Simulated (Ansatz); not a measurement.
Two structures of SiH3BrClF, singlet, reached by relaxing down either side of one saddle point (PBE0-D4/def2-TZVP). Energies are electronic, without zero-point energy. Computed with Ansatz 0.2.0 (basis: def2-TZVPP and def2-QZVPP); correlated methods freeze the cores. Filled d shells of the heavier atoms are correlated. The def2 sets are not built for correlating such inner shells, so the correlated values are less sure here. Extrapolation: Hartree–Fock as exp(−7.88 √X), correlation as X^−2.97. First:

```
7
angstrom
Si -0.2301 0.5372 0.7305
F 0.0229 -1.0392 0.6922
H -1.3802 0.8416 -0.1389
H 1.0203 1.2150 0.3451
Cl -0.6962 1.0519 2.6445
H 0.5855 -1.7367 -1.5746
Br 0.6777 -0.8697 -2.6989
```

Second:

| atom | x (Å) | y (Å) | z (Å) |
| --- | --- | --- | --- |
| Si1 | -0.4486 | 0.9274 | -0.0212 |
| F2 | 1.6311 | -1.9922 | 0.4542 |
| H3 | -1.0296 | 2.1473 | -0.6130 |
| H4 | 0.9793 | 1.0551 | 0.3172 |
| Cl5 | -1.5055 | 0.4198 | 1.6396 |
| H6 | 1.0080 | -1.8765 | -0.2233 |
| Br7 | -0.6347 | -0.6808 | -1.5537 |

Question: Which bonds change from the first to the second?

Answer: SiH₂ClF ([F][SiH2][Cl]) + HBr → SiH₂BrCl ([Cl][SiH2][Br]) + HF; bonds formed: Si1–Br7, F2–H6; bonds broken: Si1–F2, H6–Br7.

Question: Give the saddle point's structure and its height above each. (An estimate is asked for; the value comes from the calculation.)

Answer: Computed: 160.3 kJ/mol above the first and 118.4 kJ/mol above the second (CCSD(T) at an estimated basis limit (MP2 extrapolated from triple and quadruple zeta, plus CCSD(T) − MP2 in triple zeta)).
| atom | x (Å) | y (Å) | z (Å) |
| --- | --- | --- | --- |
| Si1 | -0.1604 | 0.5218 | 0.1720 |
| F2 | 0.4360 | -1.2998 | 0.5144 |
| H3 | -1.3379 | 1.1646 | -0.4325 |
| H4 | 1.1389 | 1.2014 | 0.1500 |
| Cl5 | -0.7927 | 0.5133 | 2.1445 |
| H6 | 0.5374 | -1.5119 | -0.4746 |
| Br7 | 0.1785 | -0.5891 | -2.0738 |

The T1 diagnostic stays at or below 0.010.

Labels in which every atom is bracketed show which atoms are joined, not bond orders.

For scale, one of the runs: CCSD(T)/def2-TZVPP, 205 basis functions (an equivalent command: `ansatz run in.yaml --threads 4`). The run took 67 s on 4 CPU threads (shared host), with 2.6 GiB of host memory at its peak.
